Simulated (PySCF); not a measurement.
A single-point calculation

[TmOF]− (singlet in the valence; each metal's 4f electrons, 13 of them, lie in its core potential, out of spins and levels). PySCF 2.14.0, RKS B3LYP, Tm lcecp-0-SVP with ECP59, O def2-SVP, F def2-SVP; non-relativistic Hamiltonian with scalar-relativistic core potentials where named; density fitting; no spin-orbit coupling. Purpose: level B3LYP.

```python
mol = gto.M(atom='''
Tm    -0.00270     0.00000    -0.22525
O      1.82215     0.00000     0.68720
F     -1.93427     0.00000     0.77758''',
    basis={'Tm': 'lcecp-0-SVP', 'O': 'def2-SVP', 'F': 'def2-SVP'},
    ecp={'Tm': 'lcecp-0-SVP'},
    charge=-1, spin=0)
mf = dft.RKS(mol, xc='B3LYP')
mf.grids.atom_grid = (75, 302)  # f atoms: unpruned, at least (60, 302)
mf = mf.density_fit()  # fitting sets: Tm AutoAux, O def2-universal-JKFIT, F def2-universal-JKFIT
mf.conv_tol = 1e-08; mf.max_cycle = 55
mf.kernel(dm0)  # dm0: converged density of the relaxed state
mf.nuc_grad_method().kernel()
```

Run from Python with OMP_NUM_THREADS=2; the lines above give its settings. Where DIIS fails, smearing, a level shift and second-order steps follow.
It took 1.5 s on 2 threads of Arm Neoverse V1, on a shared host, from an already converged density.

The 4f levels lie in the core potential and are missing. The gap is small, and the closed shell wasn't tested for a lower spin-broken solution. The highest filled level lies above zero, as often for anions with such functionals and bases; it isn't the detachment energy.

(1) What are the Mulliken charges and spins?

(2) What forces act on the atoms (eV/Å)?

The geometry was relaxed with PBE0 (Tm lcecp-0-SVP with ECP59, O def2-SVP, F def2-SVP).

An lcecp potential fixes the number of 4f electrons, so in runs with it no electron can move into or out of that shell.

Results:

(1) 
| atom | charge (e) | spin (e) |
| --- | --- | --- |
| Tm1 | 0.208 | 0.000 |
| O2 | -0.647 | 0.000 |
| F3 | -0.561 | 0.000 |
The spin of the 4f electrons in the core isn't counted.

(2) 
```
Tm  -0.24  0.00 -0.26
O    0.30  0.00  0.19
F   -0.06  0.00  0.07
```
Forces carry noise of the integration grid, about 0.01 to 0.03 eV/Å.
